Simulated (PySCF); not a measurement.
Method: PBE-D3(BJ)/def2-TZVP // CAM-B3LYP-D3(BJ)/def2-TZVP in PySCF. Isolated molecules, 0 K electronic values unless said otherwise. One relaxed conformer stands for a flexible species; it need not be the lowest. 

Reference species (SMILES): `[NH2][InH2]` (neutral, multiplicity 1).

```yaml
HOMO–LUMO gap: 3.90 eV
LUMO: -1.76 eV
```

Changed species: `[InH]([NH2])[NH2]` (whole molecule; the reference has whole molecule).

### Question
What does the change do to the HOMO–LUMO gap and LUMO?

### Answer
the HOMO–LUMO gap rises by 0.26 eV, to 4.16 eV; the LUMO goes up by 0.73 eV, to -1.03 eV.
